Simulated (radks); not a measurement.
The numbers below are computed, except where a source is named.
Question: The mean radii <r> (bohr) of the occupied orbitals of an atom or ion are listed with their occupations. Level of theory: scalar-relativistic Kohn-Sham, PBEsol, spin-unpolarised, spherical densities, finite nucleus; Fermi nuclear charge, rms radius of each element as measured or else 0.836 A^(1/3) + 0.57 fm (a radial shooting solver on a logarithmic mesh with Libxc functionals).

orbital  occ.      <r>
1s          2  0.02907
2s          2   0.1256
2p          6   0.1096
3s          2   0.3396
3p          6   0.3379
3d         10   0.3147
4s          2   0.8186
4p          6   0.8859
4d         10    1.097
5s          2    2.301
5p          1    2.889
6f          1    43.97

Name the element and its charge.

Answer: Z = 50, tin, charge 0: Sn in [Kr] 4d10 5s2 5p1 6f1. The 1s radius gives Z: for a bare nucleus <r> = (2 gamma + 1)/(2Z) with gamma = sqrt(1 - (Z/c)^2), 0.02862 bohr for Z = 50, and screening makes it slightly larger (0.02907 here). The occupations add up to 50, and the charge is Z minus that.
